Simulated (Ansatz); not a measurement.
The same carbene extrusion along the group Li, Na, K.

Gas-phase electronic energies from Ansatz, PBE0-D4/def2-TZVP geometries. CCSD(T)/CBS is the MP2 limit (def2-TZVPP, def2-QZVPP) plus CCSD(T) − MP2 in def2-TZVPP, frozen cores. This one scheme is used for every species. Functionals use def2-TZVPP. Triplets are unrestricted, without spin–orbit coupling. For K, Li, Na outer-core shells are correlated without core-valence functions, which leaves a few kJ/mol of doubt a bond. Scalar relativity is left out up to krypton.

```csv
reaction,CCSD(T)/CBS(def2) (eV)
`[Li][S]C` → `[CH2]` (triplet) + `[Li][SH]`,4.10
`C[S][Na]` → `[CH2]` (triplet) + `[Na][SH]`,?
`C[S][K]` → `[CH2]` (triplet) + `[SH][K]`,4.08
```

Q: Fill in the missing values. (Estimate.)

A: The calculation gave: `C[S][Na]` → `[CH2]` (triplet) + `[Na][SH]`: +4.09 eV.

Largest T1 diagnostic: 0.011, for `[CH2]` (triplet).
